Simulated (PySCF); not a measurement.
**Identify the compound**

An unknown has the formula C₅H₁₁FO₂Si. Its calculated NMR data are:

$^{1}$H NMR (600 MHz, computed): δ 5.05 (m, 2H), 1.63 (s, 9H).

$^{13}$C{$^{1}$H} NMR (computed): δ 184.7, 83.0, 29.3.

[PySCF 2.14: geometry from GFN2-xTB; GIAO PBE0/pcSseg-1 shieldings; in vacuum; one averaged value for each set of equivalent atoms; single conformer; non-relativistic Hamiltonian]

Shifts are taken against calculated references (same method and geometry level): $^{1}$H (σref 31.72), $^{13}$C (σref 186.93) vs TMS.

Q: Which candidate is it?
A. CC(C)(C)OC(=O)[SiH2]F
B. CO[Si](F)(OC)C1CC1
C. CO/C=C(/CCF)[SiH2]O

A: A. 

- Rings plus π bonds: 1 (no ring in the answer).
- 3 carbon signals for 5 carbons: some carbons are equivalent by symmetry or fast rotation.
- Carbon types of the structure: 2 × C, 3 × CH3, leaving 2 H on heteroatoms.
- δC 184.7: carbonyl carbon.
- δC 83.0: fully substituted sp3 carbon bonded to O; the inductive effect lowers its shielding.
- δC 29.3: methyl carbon; saturated and bonded to C and H only.
- δH 5.05: hydrogen on a silicon bonded to C, F.
- δH 1.63: hydrogen on a methyl carbon.

The others: CO/C=C(/CCF)[SiH2]O would give 5 carbon signals, not 3; CO[Si](F)(OC)C1CC1 would give 4 signals for carbon-bound and other non-exchanging H, not 2.

Splittings by $^{19}$F in the carbon and heteronuclear signals aren't shown, as no couplings were computed. Shifts are as computed. Against solution values, carbons near 30 ppm lie about +3 ppm off and those near 130 ppm about +5 ppm. Of 1211 compounds with measured shifts, 218 miss one by over three times the rms of a fit or turn the order of signals round; such compounds aren't used in these exercises. No couplings were computed; multiplicities are counted from neighbouring protons, with m where these are inequivalent, close in shift, in a saturated or five-membered ring or joined by F or P, and br s for small geminal =CH2 splittings.
